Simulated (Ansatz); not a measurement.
Geometry optimisation, RKS BHLYP/def2-SVP (Ansatz 0.2.0).

The input (input.yaml):

```yaml
crystal:
  periodic: [false, false, false]
  atoms:
    - { symbol: Ge, position_ang: [-0.031892, -0.684103, -0.374544] }
    - { symbol: O, position_ang: [0.395266, 0.299557, 2.394303] }
    - { symbol: H, position_ang: [-0.440399, 0.441242, 2.83617] }
    - { symbol: H, position_ang: [1.05011, 0.371305, -0.505879] }
    - { symbol: H, position_ang: [-1.361783, -0.238917, 0.21441] }
    - { symbol: Cl, position_ang: [-0.528376, -1.351404, -2.38388] }
    - { symbol: S, position_ang: [0.83965, -2.443138, 0.713071] }
    - { symbol: H, position_ang: [-0.238325, -3.227417, 0.553661] }
    - { symbol: H, position_ang: [0.60355, -0.639025, 2.570787] }
basis:
  gaussian: { orbitals: def2-SVP }
hamiltonian:
  xc: { name: BHLYP }
relax:
  f_tol: 0.03
  max_steps: 50
```

Run as:

```bash
$ ansatz run input.yaml --threads 2 --pin off --max-ram 3072MiB --backend cpu --events-out ev --progress --plain --runs-dir out
```

Question: Where does it end, and by what steps?

Answer: The run converged. The force dipped under the threshold on the way, but the program's further checks kept it going. After 8 steps the energy has fallen by 0.014 eV; H3 moved furthest, 0.13 Å.

```json
{"step": "0", "energy less start (eV)": "0.0000", "largest force component (eV/Å)": "0.941", "accepted": "yes"}
{"step": "1", "energy less start (eV)": "0.0075", "largest force component (eV/Å)": "0.947", "accepted": "no"}
{"step": "2", "energy less start (eV)": "-0.0099", "largest force component (eV/Å)": "0.352", "accepted": "yes"}
{"step": "3", "energy less start (eV)": "-0.0104", "largest force component (eV/Å)": "0.079", "accepted": "yes"}
{"step": "4", "energy less start (eV)": "-0.0070", "largest force component (eV/Å)": "0.157", "accepted": "no"}
{"step": "5", "energy less start (eV)": "-0.0136", "largest force component (eV/Å)": "0.025", "accepted": "yes"}
{"step": "6", "energy less start (eV)": "-0.0138", "largest force component (eV/Å)": "0.097", "accepted": "yes"}
{"step": "7", "energy less start (eV)": "-0.0140", "largest force component (eV/Å)": "0.084", "accepted": "yes"}
{"step": "8", "energy less start (eV)": "-0.0142", "largest force component (eV/Å)": "0.003", "accepted": "yes"}
```

```xyz
9
Properties=species:S:1:pos:R:3
Ge -0.049 -0.708 -0.369
O 0.392 0.295 2.350
H -0.365 0.530 2.884
H 1.013 0.370 -0.443
H -1.404 -0.314 0.198
Cl -0.475 -1.319 -2.416
S 0.827 -2.470 0.686
H -0.252 -3.250 0.526
H 0.602 -0.606 2.601
```

Whether the end is a true minimum wasn't checked by a vibrational analysis.

Time of the run: 29 s on 2 threads of Arm Neoverse V2, on a shared host, peak memory 0.26 GiB.
